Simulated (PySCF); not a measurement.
# Exercise with solution: dipole moment from atomic charges

Ge(F)2(SeH)2 (F2GeH2Se2), SMILES [F][Ge]([F])([SeH])[SeH]. Atoms are numbered in the order given.

```xyz
7

F     -0.1472     1.3570    -1.6368
Ge     0.0000     0.0000    -0.5624
F      0.1472    -1.3570    -1.6368
Se    -2.0035    -0.0038     0.6522
Se     2.0035     0.0038     0.6522
H     -1.4744    -1.0460     1.5550
H      1.4744     1.0460     1.5550
```

Coordinates come from a B3LYP-D3(BJ)/def2-SVP optimisation. Other conformers were not sampled.

Charges (e) from CAM-B3LYP/def2-TZVP run with PySCF:

```json
[
 {"atom": "F1", "Mulliken": "-0.359", "IAO": "-0.519"},
 {"atom": "Ge2", "Mulliken": "0.897", "IAO": "1.208"},
 {"atom": "F3", "Mulliken": "-0.359", "IAO": "-0.519"},
 {"atom": "Se4", "Mulliken": "-0.226", "IAO": "-0.154"},
 {"atom": "Se5", "Mulliken": "-0.226", "IAO": "-0.154"},
 {"atom": "H6", "Mulliken": "0.136", "IAO": "0.069"},
 {"atom": "H7", "Mulliken": "0.136", "IAO": "0.069"}
]
```

The dipole moment of the full density is 3.21 D.

Task: What dipole moment does each set of point charges give, and which comes closer to that of the density?

Result: 
μ = Σ q r, and 1 e Å = 4.8032 D.
Mulliken: Σ q r = (0.000, 0.000, 0.799) e Å, |μ| = 3.84 D.
IAO: Σ q r = (0.000, 0.000, 1.033) e Å, |μ| = 4.96 D.
Mulliken comes closer in size. Point charges leave out the atoms' own dipoles (lone pairs, polarised bonds); fits to the potential absorb them, partitions of the density don't.
